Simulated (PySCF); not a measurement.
# Working out the ionisation energy of Cu⁺

Cu⁺ [Ar] 3d10 (1S) → Cu²⁺ [Ar] 3d9 (2D). Computed with PySCF 2.14 in pcseg-2 (6s4p3d2f1g, 56 functions), with no relativity, point nucleus. Frozen: [Ar]. Energies in hartree (1 hartree = 27.21139 eV):

| part | Cu⁺ (lower) | Cu²⁺ (upper) |
| --- | --- | --- |
| UHF | -1638.695180 | -1638.059365 |
| MP2 opposite-spin | -0.256843 | -0.175338 |
| MP2 same-spin | -0.150925 | -0.102665 |

Problem. What does Hartree-Fock give?

Solution. (-1638.059365) − (-1638.695180) = 0.635815 hartree = 17.301 eV.

Problem. What do MP2 and SCS-MP2 (6/5 opposite-spin, 1/3 same-spin) give?

Solution. The opposite-spin parts differ by 2.218 eV and the same-spin parts by 1.313 eV. MP2: 17.301 + (2.218) + (1.313) = 20.832 eV. SCS-MP2: 17.301 + 1.2 × (2.218) + (1.313)/3 = 20.400 eV.

Reference: 20.292 eV (measured; NIST Atomic Spectra Database, ionization energies), between the lowest levels; spin-orbit coupling is absent from the calculation.

The calculation is non-relativistic.

What remains against the reference includes basis incompleteness, the frozen core and correlation beyond second order.
